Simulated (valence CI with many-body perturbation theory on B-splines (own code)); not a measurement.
The numbers below are computed, except where a source is named.
## Run record, Pr⁵²⁺

Level of theory: valence CI with perturbative core correlation (CI+MBPT): five valence electrons over a frozen Dirac-Fock core [He], a basis of 9 s, 9 p, 8 d, 6 f, 3 g, 1 h functions for each j, with the one-electron correlation potential Σ1 (screened to all orders), the two-electron term Σ2, the three-electron term Σ3, Breit, model QED; selected single and double excitations, second order for the rest (own B-spline code, finite nucleus).

Command, and the settings that its task file holds:

```sh
python run_cv.py task.json out
```

```
atom Pr  Z=59  mass_number=141  rms_radius_fm=4.8919
core [He]
valence 2s2 2p3
avg = 1
basis = M
breit = 1
cap = 40000
capref = 1200
cscale = 1
de = 0.0
dress = 1
eps = 2e-08
h = 0.27
hh = 1
l2 = 3
lcore = 6
maxit = 60
n2 = 5
natural = 1
nlev = 45
nno = [5, 5, 5, 4, 2, 1]
nroot = 26
nsp = [4, 4, 3, 2, 1, 0]
pt2 = 1
qed = 1
rpa = 1
s1 = 1
s2 = 1
s3 = 1
screen = 1
tol = 2e-05
```

It took 2.8 min on 1 thread of Intel(R) Xeon(R) 6975P-C (Granite Rapids), on a shared host.

Log. The first blocks belong to the next ion, which gives the ionisation energy. Fields: 2J, parity (1 odd), roots, reference size, generating configurations, candidates as configurations/state functions, variational space P, stored matrix elements, Davidson steps; e2 is the range of second-order energies in hartree. The first line gives the box (bohr), its intervals, the orbitals and the steps of their self-consistent field. Window is the range of levels sought, series limit the energy at which the first omitted orbital would enter, core excitation an estimate of the first excitation out of the core, left out the lowest levels not solved, and shifts from estimates the range by which levels moved from their first estimate, all in cm⁻¹.

```
rmax 1.6 intervals 55 orbitals 63 references ['2s2 2p3', '2s 2p4', '2p5'] scf 3 t 0.4
2J=0 par=0 roots 2 ref 28 generators 4 cand 3355/4621 P 2057/2914 nnz 1.1e+06 it 4
2J=0 par=0 roots 2 ref 28 generators 4 cand 1324/1735 P 2432/3440 nnz 1.5e+06 it 4
   second order: generators 6 cand 3605/5797 e2 -0.00001 -0.00001
reference levels 581, estimated 439, window 51175433 1/cm; series limit 69008686, core excitation 290895341
2J=3 par=1 roots 17 ref 87 generators 21 cand 29381/217239 P 2060/8000 nnz 4.8e+06 it 6
2J=3 par=1 roots 17 ref 87 generators 22 cand 27362/209326 P 7286/39996 nnz 7.7e+07 it 11
   second order: generators 27 cand 31547/262049 e2 -0.00590 -0.00094
2J=5 par=1 roots 11 ref 72 generators 15 cand 29159/258766 P 1807/7999 nnz 5.4e+06 it 9
2J=5 par=1 roots 11 ref 72 generators 18 cand 28178/252887 P 6323/39996 nnz 8.3e+07 it 8
   second order: generators 23 cand 34078/334212 e2 -0.00508 -0.00221
2J=1 par=1 roots 11 ref 58 generators 18 cand 26125/123046 P 2749/7999 nnz 4.1e+06 it 5
2J=1 par=1 roots 11 ref 58 generators 21 cand 24064/116117 P 10030/39993 nnz 7.2e+07 it 6
   second order: generators 25 cand 26063/139018 e2 -0.00088 -0.00017
2J=5 par=0 roots 13 ref 79 generators 19 cand 30063/261554 P 1913/7999 nnz 5.7e+06 it 7
2J=5 par=0 roots 13 ref 79 generators 20 cand 28191/253634 P 6617/40000 nnz 8.3e+07 it 8
   second order: generators 24 cand 31345/312056 e2 -0.00633 -0.00206
2J=1 par=0 roots 13 ref 59 generators 20 cand 26862/124163 P 2751/8000 nnz 4.5e+06 it 5
2J=1 par=0 roots 13 ref 59 generators 23 cand 24864/117385 P 10148/39995 nnz 7e+07 it 6
   second order: generators 30 cand 30477/164773 e2 -0.00182 -0.00013
2J=3 par=0 roots 16 ref 86 generators 17 cand 29369/217264 P 1906/8000 nnz 5.6e+06 it 8
2J=3 par=0 roots 16 ref 86 generators 21 cand 28295/211410 P 7124/39998 nnz 7.9e+07 it 9
   second order: generators 25 cand 31817/282578 e2 -0.00530 -0.00154
2J=7 par=1 roots 5 ref 44 generators 8 cand 23183/225233 P 1785/8000 nnz 5.6e+06 it 5
2J=7 par=1 roots 5 ref 44 generators 11 cand 22213/219285 P 5893/39993 nnz 9.6e+07 it 6
   second order: generators 12 cand 20629/203845 e2 -0.00304 -0.00166
2J=7 par=0 roots 5 ref 46 generators 9 cand 23136/225106 P 1769/7998 nnz 5.6e+06 it 5
2J=7 par=0 roots 5 ref 46 generators 10 cand 21393/217154 P 5750/39997 nnz 9.8e+07 it 5
   second order: generators 13 cand 23530/261152 e2 -0.00264 -0.00124
2J=9 par=0 roots 2 ref 22 generators 5 cand 14160/128270 P 1457/7999 nnz 8.6e+06 it 4
2J=9 par=0 roots 2 ref 22 generators 5 cand 12717/120293 P 4844/34979 nnz 1.2e+08 it 5
   second order: generators 6 cand 11830/146951 e2 -0.00025 -0.00010
2J=9 par=1 roots 2 ref 17 generators 4 cand 12593/124176 P 1314/7998 nnz 9e+06 it 4
2J=9 par=1 roots 2 ref 17 generators 4 cand 11291/116195 P 4010/33866 nnz 1.1e+08 it 5
   second order: generators 5 cand 13235/147013 e2 -0.00111 -0.00033
left out: unestimated 66793612, estimated 54466117, shifts from estimates -348 to 589
operators 0.1
```

The Davidson iterations converged.

The last digits are not significant, and no measured levels were compared; by estimate large intervals hold to a few tenths of a per cent, small ones and those within an open d or f shell to about a per cent. Among the levels kept, up to 1200 cm⁻¹ of a level comes from second order outside the variational space, and about a tenth of that is noise between levels of different J, which matters for small intervals.

```yaml
Valence_energy: -2055.758 hartree
Ionisation_energy: "10176 eV (NIST: 10175 ± 4 eV (theoretical))"
Reference_configurations_for_the_orbitals: 2s2 2p3, 2s 2p4, 2p5
Radial_orbitals: 63
Box_radius: 1.59 bohr
Largest_variational_space: 40000
Lowest_levels: (2s^2 2p1/2^2 2p3/2) J=3/2 0.0, (2s^2 2p1/2 2p3/2^2) J=3/2 485.6, (2s^2 2p1/2 2p3/2^2) J=5/2 506.9, (2s^2 2p1/2 2p3/2^2) J=1/2 542.9, (2s 2p1/2^2 2p3/2^2) J=5/2 732.5, (2s 2p1/2^2 2p3/2^2) J=1/2 810.2, (2s 2p1/2^2 2p3/2^2) J=3/2 811.7, (2s^2 2p3/2^3) J=3/2 1029.9, (2s 2p1/2 2p3/2^3) J=3/2 [a] 1239.7, (2s 2p1/2 2p3/2^3) J=5/2 1274.9, (2s 2p1/2 2p3/2^3) J=1/2 1318.1, (2s 2p1/2 2p3/2^3) J=3/2 [b] 1328.6, (2p1/2^2 2p3/2^3) J=3/2 1601.3, (2s 2p3/2^4) J=1/2 1820.7 eV
```

Levels are named by their leading jj configuration (3d3/2^4 stands for four electrons in 3d with j = 3/2), which in mixed levels can hold well under half, so a name can repeat and another be missing. Letters in brackets count levels of one name in rising energy.
